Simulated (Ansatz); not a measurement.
Input for Ansatz (a quantum-chemistry and plane-wave program): U-CCSD(T)/def2-SVP on H3OSb (SMILES [OH][SbH2]), a point of a bond scan (R = 2.214 Å). Elements past Kr take the def2 small-core potentials; no spin–orbit coupling. The run froze 10 orbitals, filled d shells among them.

Ansatz 0.2 input:
```yaml
crystal:
  periodic: [false, false, false]
  atoms:
    - {symbol: Sb, position_ang: [-0.13991851, -0.18850357, 0.17284294]}
    - {symbol: H, position_ang: [-1.57925916, -0.00123820, -0.74909475]}
    - {symbol: H, position_ang: [0.34632779, -1.50101127, -0.82596986]}
    - {symbol: O, position_ang: [0.87678159, 1.17036346, -0.87102850]}
    - {symbol: H, position_ang: [1.97558598, 2.51048222, 0.50743278]}
basis:
  gaussian:
    orbitals: def2-SVP
correlation: {method: ccsd_t, electrons: outside_noble_gas}
scf: {omitted_lower_state_checks: [cluster_reference]}
magnetization: {spin_polarized: true, initial_magnetization: 0}
```

Output:

```
WARN ansatz: RAYON_NUM_THREADS=1 ignored (pool sized by the plan → 1); use --threads N
Functional definition: HF
these checks for a lower state are left out or cut short: cluster_reference
integrals: 0.04 GiB planned
615 factors; integrals over basis functions are off by at most 7.4e-4 eV
mean field: 0.16 GiB planned
mean field evaluation 1: about -8578.2931 eV, gradient 3.3e1 eV
mean field evaluation 2: about -8578.3772 eV, gradient 3.4e1 eV
mean field evaluation 4: about -8585.3252 eV, gradient 4.1e0 eV
mean field evaluation 8: about -8585.5984 eV, gradient 4.3e-1 eV
mean field evaluation 16: about -8585.6006 eV, gradient 1.4e-6 eV
mean field evaluation 32: about -8589.1612 eV, gradient 4.1e-6 eV
mean field evaluation 64: about -8589.1612 eV, gradient 2.0e-6 eV
mean field evaluation 96: about -8578.1579 eV, gradient 1.9e1 eV
mean field evaluation 128: about -8581.4399 eV, gradient 8.4e0 eV
mean field evaluation 160: about -8585.6005 eV, gradient 3.1e-2 eV
mean field -8589.16117018 eV, -315.6458510615 hartree, gradient 4.1e-6 eV, S^2 0.974741; 10 other end points of the search recorded, 0 dependent functions left out
10 core orbitals not correlated
reference -8589.16117018 eV, -315.6458510615 hartree; 7, 7 occupied and 38, 38 virtual orbitals, 615 factors
second order -6.58515114 eV of doubles, -0.00000000 eV of singles
coupled cluster: 0.13 GiB planned
cycle   1  -7.13677041 eV  change   -5.5e-1 eV  update   8.7e-2
cycle   2  -7.41221229 eV  change   -2.8e-1 eV  update   3.3e-2
cycle   3  -7.50793297 eV  change   -9.6e-2 eV  update   2.4e-2
cycle   4  -7.52199562 eV  change   -1.4e-2 eV  update   1.4e-2
cycle   5  -7.53071157 eV  change   -8.7e-3 eV  update   8.6e-3
cycle   6  -7.54160719 eV  change   -1.1e-2 eV  update   5.8e-3
cycle   7  -7.54449703 eV  change   -2.9e-3 eV  update   3.9e-3
cycle   8  -7.54889193 eV  change   -4.4e-3 eV  update   3.2e-3
cycle   9  -7.55160671 eV  change   -2.7e-3 eV  update   2.7e-3
cycle  10  -7.55429086 eV  change   -2.7e-3 eV  update   2.0e-3
cycle  11  -7.55671849 eV  change   -2.4e-3 eV  update   1.4e-3
cycle  12  -7.55762766 eV  change   -9.1e-4 eV  update   9.7e-4
cycle  13  -7.55845607 eV  change   -8.3e-4 eV  update   6.7e-4
cycle  14  -7.55860743 eV  change   -1.5e-4 eV  update   4.7e-4
cycle  15  -7.55863767 eV  change   -3.0e-5 eV  update   2.6e-4
cycle  16  -7.55864231 eV  change   -4.6e-6 eV  update   1.5e-4
cycle  17  -7.55870023 eV  change   -5.8e-5 eV  update   7.2e-5
cycle  18  -7.55868017 eV  change    2.0e-5 eV  update   4.0e-5
cycle  19  -7.55869876 eV  change   -1.9e-5 eV  update   2.3e-5
cycle  20  -7.55870694 eV  change   -8.2e-6 eV  update   1.3e-5
coupled cluster: 0.13 GiB planned
perturbative correction -0.20347986 eV, -0.0074777470 hartree
Total energy: -8596.92335698 eV, -315.9311061651 hartree
Checks for a lower state left out: cluster_reference
```

Self-consistency was reached. Its determinant has ⟨S²⟩ = 0.97, a mixture of spin states.

Cost: roughly 2.9 core-seconds.
